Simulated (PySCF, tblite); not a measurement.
Compound: C3H10Si3.
Geometry (GFN2-xTB, Å), atoms numbered from 1 in this order:
```xyz
16
C3H10Si3 angstrom
Si     1.7963    0.6518   -0.4887
C      0.0343    0.1185   -0.0214
Si    -1.0765    1.6065    0.3788
C     -0.5768   -0.7643   -1.0700
C     -0.8030   -1.9489   -0.4909
Si    -0.1182   -1.4170    1.1761
H      1.7765    1.5470   -1.6507
H      2.5976   -0.5278   -0.8334
H      2.4125    1.3425    0.6460
H     -0.5381    2.3147    1.5422
H     -2.4373    1.1464    0.6777
H     -1.1461    2.5266   -0.7615
H     -0.7775   -0.4591   -2.0881
H     -1.2362   -2.8269   -0.9423
H     -1.0528   -1.2807    2.2930
H      1.1377   -2.0204    1.6218
```

Jobs on this species (16 atoms, 70 electrons) with PySCF (density fitting) and tblite. Hardware of each: Intel Xeon at 2.50 GHz, one thread, no GPU (shared host). Times come from a shared host and carry two figures at best.

```
level and settings                                                                                                work  basis functions  SCF cycles  wall time
          GFN2-xTB                                                                                   L-BFGS relaxation                –           –          ?
     PBE0/pcSseg-1  shieldings, ring-centre shieldings, charges and field gradients, density and orbital grids written              173          13       89 s
          GFN2-xTB                                                                       Hessian by finite differences                –           –      2.2 s
```

Question: Fill in the missing figures.

Answer: 
- GFN2-xTB; L-BFGS relaxation: 1.8 s

Question: What do all jobs in the table cost together?

Answer: About 93 s; the longest takes about 96 % of that, and about 49 times as long as the shortest.
